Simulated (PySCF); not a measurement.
Species: C6H6ClF (charge -1 and doublet state).
Structure used (GFN2-xTB), in Å, numbered top down from 1:
```xyz
14
C6H6ClF angstrom
C     -2.371    1.541   -1.238
C     -1.468    0.770   -0.558
Cl    -2.090   -0.035    0.864
C     -0.121    0.558   -0.873
F      0.242    1.266   -2.031
C      0.942   -0.165   -0.341
C      1.009   -0.990    0.789
C      2.133   -1.642    1.194
H     -3.388    1.637   -0.908
H     -2.070    2.067   -2.125
H      1.861   -0.059   -0.910
H      0.116   -1.122    1.385
H      3.063   -1.558    0.653
H      2.141   -2.269    2.072
```

The hyperfine couplings belong to this conformer and change with its torsions.

The species is `C=C(Cl)/C(F)=C\[CH][CH2-]` [radical] (charge -1).

Method: UKS B3LYP, pcH-1 on C Cl F H, non-relativistic, mean-field spin-orbit, GIAO in PySCF 2.14.0. Whether the extra electron is bound in the gas phase wasn't checked; a finite basis holds it in any case. A GFN2-xTB geometry isn't a minimum of the functional, and hyperfine couplings can be far from their values at a DFT geometry, by a factor of two or more for some ions and for spin on atoms past the first row. No stability test was run, so a lower SCF solution isn't excluded.

Task: Predict the first-order ENDOR lines of C1, C8, C7, C2, C6, H9, H10, H14, H13 and H11 under fast tumbling at B = 347.4 mT (X band).

Result: ν± = |νn ± a/2|, one line for each electron-spin manifold; νn = |g_N| × 7.62259 MHz/T × B.

```json
{"nuclei": "C1", "isotope": "13C", "g_N": "1.4048", "νn (MHz)": "3.72", "a_iso (MHz)": "32.58", "lower line (MHz)": "12.57", "upper line (MHz)": "20.01"}
{"nuclei": "C8", "isotope": "13C", "g_N": "1.4048", "νn (MHz)": "3.72", "a_iso (MHz)": "26.39", "lower line (MHz)": "9.48", "upper line (MHz)": "16.92"}
{"nuclei": "C7", "isotope": "13C", "g_N": "1.4048", "νn (MHz)": "3.72", "a_iso (MHz)": "-17.42", "lower line (MHz)": "4.99", "upper line (MHz)": "12.43"}
{"nuclei": "C2", "isotope": "13C", "g_N": "1.4048", "νn (MHz)": "3.72", "a_iso (MHz)": "-17.21", "lower line (MHz)": "4.88", "upper line (MHz)": "12.32"}
{"nuclei": "C6", "isotope": "13C", "g_N": "1.4048", "νn (MHz)": "3.72", "a_iso (MHz)": "13.22", "lower line (MHz)": "2.89", "upper line (MHz)": "10.33"}
{"nuclei": "H9", "isotope": "1H", "g_N": "5.5857", "νn (MHz)": "14.79", "a_iso (MHz)": "-28.20", "lower line (MHz)": "0.69", "upper line (MHz)": "28.89"}
{"nuclei": "H10", "isotope": "1H", "g_N": "5.5857", "νn (MHz)": "14.79", "a_iso (MHz)": "-26.78", "lower line (MHz)": "1.40", "upper line (MHz)": "28.18"}
{"nuclei": "H14", "isotope": "1H", "g_N": "5.5857", "νn (MHz)": "14.79", "a_iso (MHz)": "-21.05", "lower line (MHz)": "4.27", "upper line (MHz)": "25.32"}
{"nuclei": "H13", "isotope": "1H", "g_N": "5.5857", "νn (MHz)": "14.79", "a_iso (MHz)": "-19.93", "lower line (MHz)": "4.83", "upper line (MHz)": "24.76"}
{"nuclei": "H11", "isotope": "1H", "g_N": "5.5857", "νn (MHz)": "14.79", "a_iso (MHz)": "-13.83", "lower line (MHz)": "7.88", "upper line (MHz)": "21.70"}
```

The rows for 13C, of low natural abundance, apply to labelled samples.

Task: Which pairs are centred on the nuclear Larmor frequency, and which on half the coupling?

Result: Centred on νn, since |a| < 2νn: H9, H10, H14, H13 and H11. Centred on |a|/2 and split by 2νn: C1, C8, C7, C2 and C6.

Task: At what field would the lower line of C7 fall to zero frequency?

Result: Where νn = |a|/2, that is B = 8.71 MHz/(1.4048 × 7.62259 MHz/T) = 813 mT, as far as first order holds there.

Couplings of abundant isotopes left out: F5 (10.8 MHz), H12 (2.0 MHz) and Cl3 (-0.9 MHz).

H13 and H14 aren't averaged: C8 is flat or nearly so (angle sum 360°), and its turn about the short C8–C7 bond (1.36 Å) is taken as slow.

The largest Mulliken spin populations are on C1 (+0.47), C8 (+0.35), C6 (+0.21) and C4 (+0.13). Three atoms exceed +0.15.

On one thread, Arm Neoverse V2 (aarch64), no GPU, on a shared host, this took 89 s of wall time (with the writing of density and orbital grids) and 1.0 GiB of memory at its peak.

The SMILES draws the unpaired electron on C7; the largest computed Mulliken spin population is on C1 (0.47 against -0.06).
